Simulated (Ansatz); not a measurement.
A CCSD(T) single point on FH₅NPSi, SMILES `N[SiH](F)P`.

```yaml
crystal:
  periodic: [false, false, false]
  atoms:
    - {symbol: N, position_ang: [-0.194634, 1.338237, -0.805470]}
    - {symbol: Si, position_ang: [0.555579, -0.009001, -0.099309]}
    - {symbol: F, position_ang: [1.484335, -0.856585, -1.100199]}
    - {symbol: P, position_ang: [-1.065117, -1.422510, 0.527274]}
    - {symbol: H, position_ang: [-0.969186, 1.247246, -1.441890]}
    - {symbol: H, position_ang: [0.283396, 2.217392, -0.913325]}
    - {symbol: H, position_ang: [1.465917, 0.497155, 0.953691]}
    - {symbol: H, position_ang: [-0.159626, -2.337734, 1.125464]}
    - {symbol: H, position_ang: [-1.312063, -0.720601, 1.736763]}
basis:
  gaussian: {orbitals: def2-SVP}
correlation: {method: ccsd_t}
```

```sh
$ ansatz run in.yaml --threads 2 --pin off --events-out ev --progress --plain --max-ram 4352MiB
```

Log, shortened:

```
Functional definition: HF
855 factors; integrals over basis functions are off by at most 1.1e-3 eV
mean field evaluation 1: about -21391.8621 eV, gradient 3.6e1 eV
mean field evaluation 2: about -21391.8634 eV, gradient 3.6e1 eV
mean field evaluation 4: about -21394.7707 eV, gradient 2.7e0 eV
mean field evaluation 8: about -21394.8053 eV, gradient 2.3e-1 eV
mean field evaluation 16: about -21394.8020 eV, gradient 5.5e-1 eV
mean field -21394.80551826 eV, -786.2446008761 hartree, gradient 2.6e-6 eV, S^2 0.000000; 0 other end points of the search recorded, 0 dependent functions left out
12 core orbitals not correlated: weight in the atoms' cores, before any rotation towards them, 1.000 or more for the frozen orbitals, at most 0.000 for the correlated occupied ones
reference -21394.80551826 eV, -786.2446008761 hartree; 13, 13 occupied and 64, 64 virtual orbitals, 855 factors
second order -15.59696924 eV of doubles, -0.00000000 eV of singles
cycle   1  -16.31694192 eV  change   -7.2e-1 eV  update   9.1e-2
cycle   2  -16.72690083 eV  change   -4.1e-1 eV  update   2.7e-2
cycle   3  -16.82094719 eV  change   -9.4e-2 eV  update   1.4e-2
cycle   4  -16.81866109 eV  change    2.3e-3 eV  update   3.1e-3
cycle   5  -16.81719101 eV  change    1.5e-3 eV  update   1.1e-3
cycle   6  -16.81714148 eV  change    5.0e-5 eV  update   3.9e-4
cycle   7  -16.81699054 eV  change    1.5e-4 eV  update   1.2e-4
cycle   8  -16.81696285 eV  change    2.8e-5 eV  update   4.0e-5
cycle   9  -16.81697360 eV  change   -1.1e-5 eV  update   1.4e-5
perturbative correction -0.38073225 eV, -0.0139916522 hartree
Total energy: -21412.00322412 eV, -786.8766049092 hartree
```

Run time 6 s (2 threads of an Arm Neoverse N1 on a shared host); peak host memory 0.4 GiB.

Correlation energy per correlated electron: -0.661 eV. T1 diagnostic: 0.0116.
